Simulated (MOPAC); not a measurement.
MOPAC input (PM6):

```
PM6 1SCF GEO-OK AUX(PRECISION=9) THREADS=1
C3H6O

C     1.68921100 1   -0.38959500 1   -0.52708400 1
C     0.75462200 1    0.15395700 1    0.24251600 1
C    -0.62612700 1    0.49238900 1   -0.22442500 1
O    -1.62950200 1   -0.17134000 1    0.54492700 1
H     1.50020700 1   -0.61143900 1   -1.57187200 1
H     2.67602000 1   -0.62453300 1   -0.14926200 1
H     0.95992000 1    0.36218300 1    1.28875800 1
H    -0.72965400 1    0.26416300 1   -1.29209100 1
H    -0.82542400 1    1.55786500 1   -0.09042600 1
H    -1.45128400 1   -1.11802300 1    0.50942900 1
```

From the output:

```
                                                       MOPAC v23.2.5 Linux

          FINAL HEAT OF FORMATION =        -32.06375 KCAL/MOL =    -134.15471 KJ/MOL

          COSMO AREA              =        102.09 SQUARE ANGSTROMS
          COSMO VOLUME            =         85.22 CUBIC ANGSTROMS

          IONIZATION POTENTIAL    =         10.515292 EV
          HOMO LUMO ENERGIES (EV) =        -10.515  0.646
          NO. OF FILLED LEVELS    =         12
          MOLECULAR WEIGHT        =         58.0798         POINT GROUP:  C1

          MOLECULAR DIMENSIONS (Angstroms)

            Atom       Atom       Distance
            H     6    O     4     4.38461
            H     5    H     7     2.87190
            H    10    H     9     2.75648

          SCF CALCULATIONS        =          1

   ATOM   CHEMICAL          X               Y               Z
  NUMBER   SYMBOL      (ANGSTROMS)     (ANGSTROMS)     (ANGSTROMS)

     1       C          1.68921100  *  -0.38959500  *  -0.52708400  *
     2       C          0.75462200  *   0.15395700  *   0.24251600  *
     3       C         -0.62612700  *   0.49238900  *  -0.22442500  *
     4       O         -1.62950200  *  -0.17134000  *   0.54492700  *
     5       H          1.50020700  *  -0.61143900  *  -1.57187200  *
     6       H          2.67602000  *  -0.62453300  *  -0.14926200  *
     7       H          0.95992000  *   0.36218300  *   1.28875800  *
     8       H         -0.72965400  *   0.26416300  *  -1.29209100  *
     9       H         -0.82542400  *   1.55786500  *  -0.09042600  *
    10       H         -1.45128400  *  -1.11802300  *   0.50942900  *

                             CARTESIAN COORDINATES

   1    C        1.689211000    -0.389595000    -0.527084000
   2    C        0.754622000     0.153957000     0.242516000
   3    C       -0.626127000     0.492389000    -0.224425000
   4    O       -1.629502000    -0.171340000     0.544927000
   5    H        1.500207000    -0.611439000    -1.571872000
   6    H        2.676020000    -0.624533000    -0.149262000
   7    H        0.959920000     0.362183000     1.288758000
   8    H       -0.729654000     0.264163000    -1.292091000
   9    H       -0.825424000     1.557865000    -0.090426000
  10    H       -1.451284000    -1.118023000     0.509429000

           Empirical Formula: C3 H6 O  =    10 atoms

      MOLECULAR POINT GROUP   :   C1

                  EIGENVALUES
 -30.29673 -27.70966 -24.30918 -20.12193 -18.22073 -15.62856 -15.38229 -15.19286
 -12.88648 -12.23757 -10.93138 -10.51529   0.64578   2.83963   3.78944   4.94960
   5.31493   5.53292   5.64629   5.88169   6.11925   6.18508

              NET ATOMIC CHARGES AND DIPOLE CONTRIBUTIONS

  ATOM NO.   TYPE          CHARGE      No. of ELECS.   s-Pop       p-Pop
    1          C          -0.315221        4.3152     1.12275     3.19247
    2          C          -0.183623        4.1836     1.11938     3.06424
    3          C          -0.011096        4.0111     1.08332     2.92777
    4          O          -0.523839        6.5238     1.81855     4.70529
    5          H           0.150794        0.8492     0.84921
    6          H           0.155725        0.8443     0.84428
    7          H           0.154854        0.8451     0.84515
    8          H           0.117938        0.8821     0.88206
    9          H           0.150112        0.8499     0.84989
   10          H           0.304357        0.6956     0.69564
 DIPOLE           X         Y         Z       TOTAL
 POINT-CHG.     1.582    -0.143    -1.119     1.943
 HYBRID        -0.003    -0.416     0.066     0.421
 SUM            1.580    -0.559    -1.053     1.979

          ATOMIC ORBITAL ELECTRON POPULATIONS

     Atom    s        px        py        pz
    1  C   1.12275   1.08045   1.01177   1.10025
    2  C   1.11938   0.98807   0.99325   1.08292
    3  C   1.08332   0.87108   1.04950   1.00719
    4  O   1.81855   1.57443   1.35277   1.77809
    5  H   0.84921
    6  H   0.84428
    7  H   0.84515
    8  H   0.88206
    9  H   0.84989
   10  H   0.69564

 **********************
 *                    *
 * JOB ENDED NORMALLY *
 *                    *
 **********************

 == MOPAC DONE ==
```

The geometry given is a B3LYP-D3(BJ)/def2-TZVP minimum.
